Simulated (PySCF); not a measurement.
B2ORh, SMILES [B][Rh-][B][O] (connectivity only; charge and spin as stated), charge -1, multiplicity 1.

Coordinates come from a B3LYP-D3(BJ)/def2-SVPD optimisation. The multiplicity is an assumed one; other spin states were not compared. The def2 effective core potentials stand for the cores of Rh; spin–orbit coupling is left out. One conformer was computed; it need not be the lowest.

These are PBE0/def2-TZVPD (PySCF) values and carry that method's errors.

Symmetry labels are those of the subgroup Cs that the program uses (full group Cs).

Computed valence orbital energies around the gap with their symmetry:
```
orbital  symmetry  energy (eV)
-------  --------  -----------
HOMO−7         A'        -4.51
HOMO−6         A'        -4.50
HOMO−5         A"        -4.40
HOMO−4         A'        -3.00
HOMO−3         A"        -2.74
HOMO−2         A'        -2.02
HOMO−1         A"        -1.78
HOMO           A'        -0.71
LUMO           A'         2.10
LUMO+1         A"         2.83
LUMO+2         A'         3.26
LUMO+3         A'         4.07
```
